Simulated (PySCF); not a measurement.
**Structure elucidation problem**

Molecular formula: C7H15PSi. Simulated spectra:

¹H NMR (400 MHz, computed): δ 4.05 (m, 2H), 1.91 (m, 4H), 1.11 (m, 4H), 0.66 (m, 2H), 0.31 (m, 2H), 0.29 (m, 1H).

¹³C{¹H} NMR (computed): δ 31.5, 15.3, 8.6, 5.0.

[PySCF 2.14.0 with density-fitted response routines: shielding tensors at PBE0/pcSseg-1 (GIAO); geometry: GFN2-xTB; rapidly exchanging positions averaged; one computed conformer; relativity neglected; gas phase]

Chemical shifts δ = σref − σ; TMS for ¹H, ¹³C, all at this level.

Q: Choose the structure that fits.
A. C=C/P=C(/[SiH3])C(C)(C)C
B. [SiH3]/C=P\C1CCCCC1
C. C1CP(C2CC2)CC[SiH2]1
D. C[Si@@H](P)C#CC(C)(C)C

A: C. 

4 carbon signals for 7 carbons: some carbons are equivalent by symmetry or fast rotation. Carbon types of the structure: 1 × CH, 6 × CH2, leaving 2 H on heteroatoms. δC 31.5: sp3 CH2 bonded to P. δC 15.3, 5.0: three-membered-ring carbon; carbons of three-membered rings are unusually shielded. δC 8.6: sp3 CH2 bonded to Si; an electropositive neighbour leaves it electron-rich and shielded. δH 1.91: hydrogen on an sp3 CH2 bonded to P. δH 0.66, 0.31, 0.29: hydrogen on a three-membered-ring carbon; cyclopropane-type protons are shielded by the ring.

The others: [SiH3]/C=P\C1CCCCC1 would give 5 carbon signals, not 4; C[Si@@H](P)C#CC(C)(C)C would give 5 carbon signals, not 4; C=C/P=C(/[SiH3])C(C)(C)C would give 5 carbon signals, not 4.

Splittings by ³¹P in the carbon and heteronuclear signals aren't shown, as no couplings were computed. Shifts are as computed. Against solution values, carbons near 30 ppm lie about +3 ppm off and those near 130 ppm about +5 ppm. Of 1211 compounds with measured shifts, 218 miss one by over three times the rms of a fit or turn the order of signals round; such compounds aren't used in these exercises. No couplings were computed; multiplicities are counted from neighbouring protons, with m where these are inequivalent, close in shift, in a saturated or five-membered ring or joined by F or P, and br s for small geminal =CH2 splittings.
